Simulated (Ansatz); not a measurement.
The same path of GeH3 + H2S (7 atoms, charge 0, multiplicity 2) was run 3 times with different band settings. Lost on the way: H1–S2. Made: H1–Ge3.

Computed with UKS BHLYP/def2-mTZVP (Ansatz).

Relaxed end points:

```xyz
7
Properties=species:S:1:pos:R:3
H -0.932 -1.126 -0.996
S -1.344 -1.999 -1.928
Ge 0.443 1.054 1.161
H -0.166 -1.990 -2.568
H 0.063 2.475 0.730
H -0.014 0.771 2.596
H 1.949 0.815 1.005
```

```xyz
7
Properties=species:S:1:pos:R:3
H -0.394 -0.184 -0.015
S -1.380 -2.082 -2.038
Ge 0.303 0.809 0.918
H -0.136 -1.953 -2.538
H -0.067 2.234 0.508
H -0.144 0.553 2.356
H 1.816 0.622 0.810
```

Common settings: spring 5.0 eV/Å²; optimiser quadratic models (default); start path through a guess of the saddle point; iteration limit 60; end points relaxed.

| run | movable images | climbing image | force threshold |
| --- | --- | --- | --- |
| 1 | 7 | yes | 0.05 eV/Å |
| 2 | 6 | no | 0.05 eV/Å |
| 3 | 7 | yes | 0.2 eV/Å |

Problem. What does each run give, and how far can it be trusted?

Solution. Run 1: converged after 9 iterations, highest image 0.282 eV above the first end. A vibrational analysis at the climbing image gives one clearly imaginary mode, 1177i cm⁻¹, and a faint second one (32i cm⁻¹) that may be numerical noise or a soft torsion: probably a first-order saddle point.
Run 2: converged after 7 iterations, highest image 0.278 eV above the first end. No image climbed, so the highest image needn't sit at the top of the path.
Run 3: converged after 8 iterations, highest image 0.281 eV above the first end. The threshold of 0.2 eV/Å is loose, so the images may lie well off the minimum-energy path. Another band between the same ends (7 images) ends at a top of the same energy, where a vibrational analysis finds 1 clearly imaginary mode.
